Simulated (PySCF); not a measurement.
**Worked example: entropy of an ideal gas**

HfH4, SMILES [HfH4], multiplicity 1.

Geometry: PBE-D3(BJ)/def2-TZVPD. The spin state was assumed, not searched. The def2 effective core potentials stand for the cores of Hf; spin–orbit coupling is left out.

PBE-D3(BJ)/def2-TZVPD (PySCF 2.14.0) gives the harmonic wavenumbers 542, 542, 542, 674, 674, 1673, 1673, 1673, 1732 cm⁻¹ and the rotational temperatures 2.6272, 2.6272, 2.6272 K. The molar mass is 182.52 g/mol, the symmetry number 12, the spin multiplicity 1.

Question: Work out the entropy at 298.15 K and 1 atm in the rigid-rotor, harmonic-oscillator model.

Answer: 
Translation (Sackur–Tetrode at 1 atm): S = R[1.5 ln M + 2.5 ln T − 1.16487] = 173.7 J/(mol K).
Rotation: q = (√π/σ) T^1.5/√(θA θB θC) = 179, S = R[ln q + 3/2] = 55.6 J/(mol K).
Vibration: with u = 1.4388 ν/T, each mode gives R[u/(e^u − 1) − ln(1 − e^−u)]:
```tsv
ν (cm⁻¹)	modes	u	S (J/(mol K))
542	3	2.62	7.04
674	2	3.25	2.83
1673	3	8.07	0.07
1732	1	8.36	0.02
```
These are all the modes. Sum 10.0 J/(mol K).
Spin: R ln 1 = 0.0 J/(mol K).
Total 239.2 J/(mol K); the program's own thermochemistry gives 239.2. Translation makes up 73 % and vibration 4 %. Anharmonicity, hindered rotation and orbital degeneracy are left out.
